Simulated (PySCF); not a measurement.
# `CO[C@H]1C=C[P@@](C)(=O)C=C1`: 4 charge schemes on one density

C₇H₁₁O₂P.
SMILES with atom numbers: `[CH3:1][O:2][C@H:3]1[CH:4]=[CH:5][P@@:6]([CH3:7])(=[O:8])[CH:9]=[CH:10]1` (hydrogens: H11, H12, H13 on C1; H14 on C3; H15 on C4; H16 on C5; H17, H18, H19 on C7; H20 on C9; H21 on C10)

Structure used (GFN2-xTB), in Å, numbered top down from 1:
```
atom  x, y, z in Å
C1    -3.0996   -0.9418    0.0771
O2    -2.3675    0.2079    0.4135
C3    -0.9666    0.0755    0.2831
C4    -0.5024    0.1915   -1.1468
C5     0.7593    0.4120   -1.4807
P6     2.0110    0.7410   -0.2153
C7     2.5899   -0.8939    0.3906
O8     3.1086    1.6104   -0.6503
C9     0.9623    1.4254    1.0925
C10   -0.3180    1.1007    1.1732
H11   -4.1451   -0.6995    0.2557
H12   -2.9706   -1.2259   -0.9736
H13   -2.8118   -1.7939    0.7075
H14   -0.6674   -0.9248    0.6546
H15   -1.2780    0.0909   -1.8940
H16    1.0771    0.5276   -2.5076
H17    3.1408   -1.3684   -0.4195
H18    1.7760   -1.5336    0.7145
H19    3.2732   -0.7108    1.2178
H20    1.4101    2.1784    1.7252
H21   -0.9901    1.5483    1.8912
```

Density: PBE0/pcSseg-1 (PySCF); schemes: Mulliken, IAO, Hirshfeld and ESP-fitted. Geometry: GFN2-xTB, one conformer, isolated molecule.

Problem. For which atoms does the sign change between the 4 schemes (beyond +0.03 e in one, beyond −0.03 e in another)?

Solution. For none.

Problem. Do the Mulliken, IAO, Hirshfeld and ESP-fitted schemes agree on where the charge is lowest?

Solution. The schemes don't all agree: Mulliken O8 (-0.597); IAO O8 (-0.924); Hirshfeld O8 (-0.413); ESP-fitted C7 (-0.881).

Problem. What partial charge does each atom carry?

Solution. In e:

```
atom                     environment  Mulliken     IAO  Hirshfeld  ESP-fitted
  C1                  methoxy carbon    -0.022  -0.202     -0.038      -0.175
  O2                    ether oxygen    -0.520  -0.390     -0.137      -0.355
  C3      sp3 carbon bound to oxygen    +0.038  +0.070     +0.044      +0.312
  C4                alkene CH carbon    -0.050  -0.130     -0.035      -0.147
  C5                alkene CH carbon    -0.394  -0.440     -0.103      -0.477
  P6           phosphoryl phosphorus    +0.983  +1.538     +0.425      +1.167
  C7  sp3 carbon bound to phosphorus    -0.449  -0.687     -0.165      -0.881
  O8               phosphoryl oxygen    -0.597  -0.924     -0.413      -0.690
  C9                alkene CH carbon    -0.400  -0.442     -0.103      -0.480
 C10                alkene CH carbon    -0.022  -0.114     -0.029      -0.084
 H11                 methyl hydrogen    +0.129  +0.165     +0.055      +0.145
 H12                 methyl hydrogen    +0.092  +0.122     +0.038      +0.080
 H13                 methyl hydrogen    +0.094  +0.123     +0.038      +0.090
 H14                methine hydrogen    +0.146  +0.135     +0.039      +0.052
 H15                vinylic hydrogen    +0.124  +0.158     +0.053      +0.178
 H16                vinylic hydrogen    +0.136  +0.176     +0.059      +0.209
 H17                 methyl hydrogen    +0.157  +0.170     +0.055      +0.245
 H18                 methyl hydrogen    +0.138  +0.154     +0.043      +0.225
 H19                 methyl hydrogen    +0.158  +0.170     +0.055      +0.240
 H20                vinylic hydrogen    +0.138  +0.177     +0.060      +0.212
 H21                vinylic hydrogen    +0.121  +0.171     +0.056      +0.136
```

Mean size of the charges over all atoms: IAO 0.317 e, ESP-fitted 0.313 e, Mulliken 0.234 e, Hirshfeld 0.097 e. Each set sums to the total charge, 0, to within 0.001 e. The Hirshfeld scheme divides the density at each point in proportion to the densities of the neutral, spherically averaged free atoms. The ESP scheme fits charges at the nuclei, held to the total charge, to the electrostatic potential on points at 1.4 to 2.0 times the van der Waals radii.

Problem. Sum the charges by element, for elements with more than one atom.

Solution. 
```json
{"element": "C", "atoms": "7", "Mulliken": "-1.300", "IAO": "-1.944", "Hirshfeld": "-0.428", "ESP-fitted": "-1.933"}
{"element": "O", "atoms": "2", "Mulliken": "-1.117", "IAO": "-1.314", "Hirshfeld": "-0.549", "ESP-fitted": "-1.045"}
{"element": "H", "atoms": "11", "Mulliken": "+1.434", "IAO": "+1.720", "Hirshfeld": "+0.552", "ESP-fitted": "+1.811"}
```

Problem. How many electrons does the ESP-fitted scheme count on C5?

Solution. Z − q = 6 − (-0.477) ≈ 6.478.
